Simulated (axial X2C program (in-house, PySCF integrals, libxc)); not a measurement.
**Spin–orbit effects down a group: molecules with B (ions), PBE0**

Computed with an in-house all-electron X2C program for linear molecules (integrals from PySCF), spin-free (one-electron X2C) or two-component (2c: spin–orbit coupling with atomic mean-field Coulomb and Gaunt terms, which also bring small scalar terms), in Dyall basis sets with cores contracted in-house; open shells are unrestricted.

Basis sets: B dyall-v3z, Hf dyall-cv3z, Ti dyall-cv3z, Zr dyall-cv3z.

| molecule | spin-free state | Re (Å) | ωe (cm⁻¹) | De (eV) | 2c state | Re 2c (Å) | ωe 2c (cm⁻¹) | De 2c (eV) |
| --- | --- | --- | --- | --- | --- | --- | --- | --- |
| TiB⁺ | M_S = 2, Λ = 2 | 2.075 | 495.5 | 2.50 | Ω = 4 | 2.075 | 494.9 | n/a |
| ZrB⁺ | M_S = 2, Λ = 2 | 2.145 | 559.3 | 2.97 | Ω = 4 | 2.144 | 559.2 | n/a |
| HfB⁺ | M_S = 2, Λ = 0 | 2.108 | 650.1 | n/a | Ω = 2 | 2.106 | 648.2 | n/a |

Fragments in 2c: Ti+ + B, Zr+ + B, Hf+ + B. Each entry is the lowest single determinant of a limited PBE0 search at one distance. De goes to single-determinant-based atoms at the same level (for ions the charge split of lowest energy) and is withheld (n/a) where an atom does not fit its ground term or J level. Main or longest-lived isotopes. One determinant is a doubtful description, or other states lie close, for TiB⁺, ZrB⁺, HfB⁺; these need not be ground states, and all values refer to the states named. Some open-shell Ω = 0 determinants are out of reach, so the Ω given for TiB⁺, ZrB⁺, HfB⁺ need not be the lowest component. With several unpaired electrons the Ω given is that of one determinant, not necessarily of the lowest component. The functionals have no current term, which raises determinants with orbital currents.
